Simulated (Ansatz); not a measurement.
Input file for Ansatz (an electronic-structure program): R-B3LYP/def2-TZVPP on H2INTe (SMILES N[Te]I), a point of a torsion scan. Elements past Kr take the def2 small-core potentials; no spin–orbit coupling.

Ansatz 0.2 input:
```yaml
crystal:
  periodic: [false, false, false]
  atoms:
    - {symbol: N, position_ang: [-0.90828261, 0.02615302, 0.12496115]}
    - {symbol: Te, position_ang: [0.47763252, 1.42708653, -0.25216746]}
    - {symbol: I, position_ang: [0.90828675, 1.07471337, -2.89472440]}
    - {symbol: H, position_ang: [-0.63168608, -0.92533127, -0.06621466]}
    - {symbol: H, position_ang: [-1.81337637, 0.18692017, -0.29232173]}
basis:
  gaussian:
    orbitals: def2-TZVPP
hamiltonian:
  xc: {name: B3LYP}
scf: {lower_state_search: off}
```

Program output:

```
WARN ansatz: RAYON_NUM_THREADS=1 ignored (pool sized by the plan → 1); use --threads N
Functional definition: B3LYP
these checks for a lower state are left out or cut short: stability, starts, cluster_reference, orbital_swaps, neighbouring_geometries, increment
integrals: 0.07 GiB planned
1107 factors; their error is unknown
mean field: 0.67 GiB planned
mean field evaluation 1: about -16915.5928 eV, gradient 6.3e1 eV
mean field evaluation 2: about -16860.4666 eV, gradient 1.4e2 eV
mean field evaluation 4: about -16922.7367 eV, gradient 1.4e1 eV
mean field evaluation 8: about -16923.1575 eV, gradient 9.7e-2 eV
mean field evaluation 16: about -16923.4759 eV, gradient 2.4e-4 eV
mean field -16923.47587035 eV, -621.9262670913 hartree, gradient 4.8e-6 eV, S^2 0.000000; 0 other end points of the search recorded, 0 dependent functions left out
reference -16923.47608706 eV, -621.9262750554 hartree; 29, 29 occupied and 130, 130 virtual orbitals, 1107 factors
Total energy: -16923.47608706 eV, -621.9262750554 hartree
Checks for a lower state left out: stability, starts, cluster_reference, orbital_swaps, neighbouring_geometries, increment
```

The run converged.

Cost: very roughly 2.0 core-seconds.
